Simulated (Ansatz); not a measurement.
Steps of a relaxation of `C=C[SiH2][NH][GeH3]` with RKS PBE-D4/def2-SVP.

```sh
$ ansatz run in.yaml --threads 2 --pin off --events-out ev --progress --plain --max-ram 32768MiB --backend cpu
```

```yaml
crystal:
  periodic: [false, false, false]
  atoms:
    - {symbol: C, position_ang: [-1.566500, 0.363200, 1.541900]}
    - {symbol: C, position_ang: [-0.297200, 0.538100, 1.414600]}
    - {symbol: Si, position_ang: [0.715200, -0.815100, 0.699200]}
    - {symbol: N, position_ang: [0.328100, -1.167600, -0.975200]}
    - {symbol: Ge, position_ang: [0.663600, 0.308400, -2.030900]}
    - {symbol: H, position_ang: [-2.207200, 1.233500, 1.942700]}
    - {symbol: H, position_ang: [-2.089600, -0.499700, 1.219100]}
    - {symbol: H, position_ang: [0.226400, 1.475700, 1.730400]}
    - {symbol: H, position_ang: [0.581300, -2.006200, 1.577700]}
    - {symbol: H, position_ang: [2.165500, -0.415800, 0.764800]}
    - {symbol: H, position_ang: [-0.795700, -1.277600, -0.953100]}
    - {symbol: H, position_ang: [2.203400, 0.607200, -1.928500]}
    - {symbol: H, position_ang: [-0.171000, 1.574300, -1.507800]}
    - {symbol: H, position_ang: [0.230700, 0.052400, -3.466200]}
basis:
  gaussian: {orbitals: def2-SVP}
hamiltonian: {xc: pbe, dispersion: d4}
relax: {f_tol: 0.03, max_steps: 200}
```

Positions (Å) and forces (eV/Å) along the path, 10 of 28 steps:

```xyz
14
step=1 energy=-68075.9327 eV
C    -1.567    0.363    1.542   -3.777    2.820    1.388
C    -0.297    0.538    1.415    3.735    0.931   -0.014
Si    0.715   -0.815    0.699    1.386   -0.478    0.362
N     0.328   -1.168   -0.975   -3.183   -0.602    0.274
Ge    0.664    0.308   -2.031    0.224    1.317   -0.026
H    -2.207    1.234    1.943    0.412   -1.189   -0.376
H    -2.090   -0.500    1.219   -0.854   -1.436   -0.380
H     0.226    1.476    1.730   -0.461   -0.264   -0.069
H     0.581   -2.006    1.578   -0.190   -0.432    0.036
H     2.166   -0.416    0.765    0.046    0.007   -0.121
H    -0.796   -1.278   -0.953    2.741    0.008   -0.331
H     2.203    0.607   -1.929   -0.370   -0.089   -0.042
H    -0.171    1.574   -1.508    0.388   -0.395   -0.221
H     0.231    0.052   -3.466   -0.096   -0.199   -0.479
14
step=2 energy=-68076.4395 eV
C    -1.633    0.424    1.573   -0.759    0.606    1.058
C    -0.302    0.541    1.488    0.541    0.161   -0.209
Si    0.736   -0.822    0.740    0.503   -0.306   -0.029
N     0.354   -1.109   -0.964   -1.707   -0.253    0.060
Ge    0.670    0.345   -2.100    0.129    0.258    0.011
H    -2.256    1.238    2.029    0.172   -0.330   -0.394
H    -2.172   -0.519    1.383   -0.007   -0.061   -0.244
H     0.203    1.489    1.763   -0.242   -0.019    0.032
H     0.528   -2.084    1.538   -0.046   -0.046   -0.103
H     2.192   -0.434    0.782   -0.046   -0.006    0.035
H    -0.692   -1.351   -1.019    1.496    0.173   -0.079
H     2.192    0.624   -2.012    0.008   -0.026   -0.032
H    -0.088    1.629   -1.622    0.008   -0.062   -0.108
H     0.257   -0.001   -3.550   -0.049   -0.088    0.002
14
step=4 energy=-68076.5943 eV
C    -1.661    0.423    1.773   -0.204   -0.218    0.006
C    -0.330    0.526    1.603    0.055    0.187   -0.019
Si    0.710   -0.797    0.747   -0.041    0.158    0.177
N     0.360   -0.943   -0.958   -0.303   -0.285   -0.012
Ge    0.723    0.382   -2.197    0.002    0.013   -0.179
H    -2.287    1.233    2.182    0.025    0.072    0.065
H    -2.209   -0.499    1.505   -0.023   -0.020   -0.020
H     0.130    1.487    1.895    0.130    0.048    0.009
H     0.413   -2.118    1.378   -0.010   -0.199    0.082
H     2.156   -0.426    0.886    0.098    0.001    0.017
H    -0.518   -1.454   -1.148    0.243    0.152   -0.051
H     2.254    0.612   -2.168    0.015    0.031   -0.003
H    -0.012    1.724   -1.907   -0.003    0.020   -0.001
H     0.256   -0.180   -3.562    0.016    0.039   -0.071
14
step=10 energy=-68076.6427 eV
C    -1.660    0.347    2.128    0.396   -0.029   -0.248
C    -0.444    0.583    1.560   -0.461    0.067    0.324
Si    0.559   -0.749    0.677    0.009   -0.024    0.053
N     0.305   -0.852   -1.056   -0.018    0.029   -0.108
Ge    0.870    0.371   -2.339    0.015   -0.018    0.015
H    -2.262    1.153    2.590    0.077   -0.063    0.020
H    -2.125   -0.668    2.146    0.209    0.306   -0.056
H    -0.032    1.622    1.608   -0.222   -0.304   -0.074
H     0.171   -2.084    1.262   -0.004    0.021   -0.008
H     2.022   -0.458    0.890   -0.012   -0.007   -0.007
H    -0.530   -1.374   -1.347    0.029    0.050    0.042
H     2.380    0.634   -2.090   -0.055   -0.005    0.005
H     0.095    1.726   -2.270    0.030   -0.045   -0.016
H     0.638   -0.280   -3.732    0.008    0.023    0.058
14
step=12 energy=-68076.6677 eV
C    -1.625    0.315    2.229    0.284   -0.026   -0.226
C    -0.505    0.587    1.510   -0.339    0.178    0.224
Si    0.513   -0.744    0.645   -0.014    0.023    0.042
N     0.273   -0.835   -1.092   -0.037    0.018   -0.043
Ge    0.928    0.367   -2.350    0.011   -0.036    0.036
H    -2.247    1.113    2.680    0.073   -0.079    0.002
H    -1.983   -0.728    2.391    0.130    0.273   -0.058
H    -0.204    1.660    1.391   -0.148   -0.389    0.030
H     0.113   -2.070    1.239   -0.002   -0.002    0.005
H     1.976   -0.463    0.861    0.006   -0.003   -0.007
H    -0.606   -1.280   -1.383    0.044    0.040    0.016
H     2.426    0.590   -2.020   -0.019   -0.007   -0.003
H     0.189    1.740   -2.324   -0.001    0.005   -0.012
H     0.741   -0.281   -3.747    0.012    0.003   -0.005
14
step=13 energy=-68076.6699 eV
C    -1.605    0.295    2.325   -0.120    0.043    0.105
C    -0.584    0.576    1.497    0.206   -0.253   -0.130
Si    0.446   -0.731    0.628    0.193   -0.060   -0.266
N     0.205   -0.785   -1.115   -0.104   -0.031    0.134
Ge    0.978    0.360   -2.352    0.040   -0.002   -0.145
H    -2.223    1.067    2.814   -0.003    0.089   -0.010
H    -1.880   -0.746    2.562    0.004   -0.097    0.026
H    -0.320    1.618    1.260   -0.115    0.278    0.086
H     0.111   -2.080    1.227    0.014    0.090   -0.034
H     1.916   -0.398    0.758   -0.113   -0.039    0.137
H    -0.683   -1.185   -1.438    0.002    0.023    0.016
H     2.458    0.549   -1.940    0.008    0.000    0.043
H     0.291    1.758   -2.458   -0.014   -0.026    0.064
H     0.876   -0.327   -3.739    0.002   -0.015   -0.026
14
step=14 energy=-68076.6404 eV rejected
C    -1.592    0.293    2.364    0.056   -0.148   -0.046
C    -0.598    0.610    1.505   -0.034   -0.018   -0.241
Si    0.443   -0.673    0.565   -0.248   -0.117    0.111
N     0.221   -0.827   -1.177    0.056    0.098    0.242
Ge    1.015    0.313   -2.405   -0.105    0.134    0.078
H    -2.216    1.055    2.865    0.079    0.002    0.009
H    -1.831   -0.759    2.608   -0.007    0.014   -0.028
H    -0.427    1.687    1.322    0.058    0.035   -0.065
H     0.090   -1.996    1.164   -0.102   -0.209    0.148
H     1.897   -0.402    0.804    0.114    0.117   -0.100
H    -0.684   -1.196   -1.490    0.004   -0.016    0.078
H     2.477    0.490   -1.919   -0.005   -0.010   -0.109
H     0.285    1.691   -2.351    0.096    0.055   -0.200
H     0.906   -0.316   -3.826    0.039    0.062    0.122
14
step=23 energy=-68076.6997 eV
C    -1.568    0.173    2.508    0.030    0.013   -0.020
C    -0.715    0.585    1.547   -0.015   -0.027    0.015
Si    0.365   -0.597    0.559   -0.024    0.004    0.007
N     0.077   -0.549   -1.167    0.041    0.029   -0.029
Ge    1.105    0.278   -2.472   -0.026   -0.013    0.010
H    -2.198    0.874    3.084   -0.006    0.006   -0.004
H    -1.672   -0.896    2.768    0.001   -0.004   -0.004
H    -0.658    1.669    1.327    0.000    0.001    0.004
H     0.092   -1.974    1.113    0.002   -0.004    0.003
H     1.819   -0.245    0.732    0.000    0.002   -0.004
H    -0.855   -0.834   -1.486   -0.006    0.001    0.010
H     2.541    0.375   -1.901   -0.002    0.000   -0.001
H     0.581    1.704   -2.824    0.003   -0.014    0.004
H     1.071   -0.594   -3.759    0.002    0.006    0.008
14
step=26 energy=-68076.7001 eV
C    -1.578    0.138    2.522    0.021   -0.006    0.007
C    -0.724    0.582    1.577    0.013    0.001   -0.007
Si    0.367   -0.561    0.556   -0.028    0.007    0.005
N     0.047   -0.466   -1.162    0.013    0.015   -0.025
Ge    1.121    0.252   -2.494   -0.039   -0.009    0.006
H    -2.219    0.817    3.111   -0.001   -0.001   -0.001
H    -1.668   -0.939    2.759   -0.008    0.010   -0.013
H    -0.676    1.672    1.385   -0.010   -0.016   -0.002
H     0.129   -1.953    1.094   -0.001    0.002   -0.002
H     1.818   -0.192    0.714    0.002    0.000    0.000
H    -0.903   -0.705   -1.466    0.033    0.009    0.010
H     2.549    0.339   -1.903   -0.004    0.000   -0.002
H     0.639    1.670   -2.929    0.007   -0.023    0.007
H     1.087   -0.683   -3.737    0.002    0.010    0.016
14
step=28 energy=-68076.7004 eV
C    -1.576    0.136    2.523   -0.005   -0.002   -0.001
C    -0.722    0.583    1.578   -0.001    0.003   -0.003
Si    0.368   -0.560    0.558   -0.009   -0.003   -0.008
N     0.049   -0.461   -1.160   -0.005    0.004    0.003
Ge    1.120    0.251   -2.495   -0.007   -0.002    0.002
H    -2.218    0.815    3.113    0.003   -0.005   -0.003
H    -1.671   -0.941    2.752    0.003    0.007    0.002
H    -0.676    1.672    1.387    0.003   -0.005    0.004
H     0.125   -1.953    1.092    0.000    0.004   -0.001
H     1.820   -0.195    0.717   -0.001   -0.001   -0.001
H    -0.903   -0.696   -1.463    0.016    0.003    0.006
H     2.547    0.344   -1.904    0.001    0.001   -0.001
H     0.635    1.665   -2.936    0.001   -0.004    0.000
H     1.090   -0.690   -3.732    0.001    0.001    0.000
```

Hardware: 2 threads of an AMD EPYC 7R13 on a shared host. Wall time 70 s, peak host memory 0.65 GiB.
